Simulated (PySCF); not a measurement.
# Computed properties of CH3FO2Si, SMILES OC(=O)[SiH2]F

CH3FO2Si, SMILES O=C(O)[SiH2]F. Geometry optimised at PBE0-D3(BJ)/def2-SVP. The structure was generated by enumeration, and PubChem lists no compound with its InChIKey, so it may never have been made. Other conformers were not sampled. All values are computed for the isolated molecule unless a solvent is named; none is compared with measurement here.

**Structure.** The optimised structure has Cs symmetry. All 18 harmonic modes at PBE0-D3(BJ)/def2-SVP (PySCF) are real, so it is a minimum. With heavy atoms numbered as in [O:1]=[C:2]([OH:3])[SiH2:4][F:5], the shortest bond between them is O1–C2 at 1.205 Å and the longest C2–Si4 at 1.913 Å.

**Vibrations.** The strongest infrared lines (harmonic, unscaled, degenerate partners summed) lie at 1849 cm⁻¹ (249 km/mol, C 60 %, O 38 %), 922 cm⁻¹ (193 km/mol, H 70 %, Si 17 %, F 11 %), 1196 cm⁻¹ (192 km/mol, O 46 %, H 43 %, C 10 %). The softest mode is at 54 cm⁻¹ and the zero-point energy is 28.1 kcal/mol.

**Electronic structure.** PBE0/def2-TZVP (PySCF) places the frontier levels at -8.25 and -1.01 eV, a gap of 7.24 eV, and gives a dipole moment of 0.48 D and a mean polarisability of 42.9 bohr³. PBE/def2-TZVP (PySCF) at the same geometry gives -6.71 and -2.06 eV, so its gap is 2.59 eV narrower. An orbital gap is neither the optical nor the fundamental gap.

**Excitations.** TDA-CAM-B3LYP/def2-SVPD (PySCF) has S1 at 5.22 eV (237 nm, f = 0.005, weak); the most intense of the 10 singlets computed lies at 8.75 eV (f = 0.32). T1 (TDA) is at 4.51 eV, 0.71 eV under S1. TDA-PBE/def2-SVPD (PySCF) puts S1 at 4.97 eV. No vertical singlet excitation falls in the visible range (under 3.1 eV).

**NMR.** GIAO shifts at B3LYP/pcSseg-1 (PySCF) (non-relativistic, atoms alike by connectivity averaged): ¹³C at 186.1 ppm against TMS; ¹H from 5.2 to 6.8 ppm against TMS; ²⁹Si at -35.7 ppm against TMS; ¹⁹F at -217.7 ppm against CFCl3.

**Solvation.** SMD-B3LYP/6-31G* (PySCF) gives -3.7 kcal/mol in water, -4.5 kcal/mol in dimethylsulfoxide, -4.1 kcal/mol in 1-octanol (1 M in both phases, gas-phase geometry); of these solvents dimethylsulfoxide holds the molecule best.
